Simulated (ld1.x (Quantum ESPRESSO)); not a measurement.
## Pseudopotential generation for Ce (Z = 58): ultrasoft, LDA (PZ), fully relativistic.

- Element: cerium
- Generator: ld1.x (Quantum ESPRESSO) 7.5
- Type: ultrasoft
- Functional: LDA (PZ)
- Relativity: fully relativistic
- Frozen core: [Xe]
- Valence charge: 4
- Reference configuration: 4f1 5d2 6s1 6p0
- Partial waves: 6s (bound): rcut 2.65, rcutus 3.35 bohr; 6s channel at 0.95 Ry: rcut 2.65, rcutus 3.35 bohr; 6p (bound, empty): rcut 4.05, rcutus 4.55 bohr; 6p channel at 1.05 Ry: rcut 4.05, rcutus 4.55 bohr; 5d (bound): rcut 2.60, rcutus 3.00 bohr; 5d channel at 0.25 Ry: rcut 2.60, rcutus 3.00 bohr; 4f (bound): rcut 1.75, rcutus 2.05 bohr; 4f channel at 0.55 Ry: rcut 1.75, rcutus 2.05 bohr
- Local potential: all-electron potential smoothed inside 3.95 bohr (lloc = -1)
- Core correction: Bessel-smoothed model core inside 1.60 bohr
- Augmentation charge: PSQ, inside the norm-conserving radii

Open shells are filled in proportion to 2j + 1 (rel_dist='average').

All-electron outer shells of the reference configuration (LDA (PZ), scalar-relativistic, ld1.x):

| shell | level (eV) | outermost node (bohr) | outermost maximum (bohr) |
| --- | --- | --- | --- |
| 5s | -39.17 | 0.75 | 1.37 |
| 5p | -21.85 | 0.81 | 1.55 |
| 4f | -4.05 | – | 0.71 |
| 6s | -3.38 | 1.82 | 3.77 |
| 5d | -2.25 | 0.92 | 2.23 |
| 6p | -1.14 | 2.18 | 5.15 |

Does this generation succeed?

No. ld1.x (Quantum ESPRESSO) 7.5 stopped with "run_pseudo: Errors in PS-KS equation": the pseudo-atom solver did not find the valence states with the expected number of nodes, which is the usual sign of a ghost state. Before that it printed "Warning: n=1, l=0 expected 0 nodes, found 1".
